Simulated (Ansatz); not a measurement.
Gas-phase electronic energies from Ansatz, PBE0-D4/def2-TZVP geometries. CCSD(T)/CBS adds triple-zeta CCSD(T) − MP2 to the extrapolated MP2 energy (def2 sets, frozen cores). Functionals use def2-TZVPP. B3LYP here is the variant with VWN-RPA as its local correlation; programs differ in this. Each species was taken in one conformer, which may not be the lowest.

Reaction (cleavage of the Al–Si bond): `OC1=NC[SiH]1[AlH2]` + `N=C=CO` → `N=C=C[O][AlH2]` + `OC1=NC[SiH2]1`

CCSD(T)/CBS gives -1.43 eV.

Q: Another level gave -1.54 eV. Which?
A. PBE/def2-TZVPP
B. PBE0-D4/def2-TZVPP
C. B3LYP/def2-TZVPP
D. MP2/def2-TZVPP

A: D. MP2/def2-TZVPP -1.54, B3LYP -1.47, PBE0-D4 -1.26, PBE -1.21 eV.

Largest T1 diagnostic among the species: 0.015.

From PBE to PBE0 (25 % exact exchange), in def2-TZVPP and without D4, ΔE moves by −0.06 eV. In def2-TZVPP, CCSD(T) changes the Hartree–Fock value by +0.17 eV (the triples alone add +0.03 eV) and MP2 by +0.07 eV.
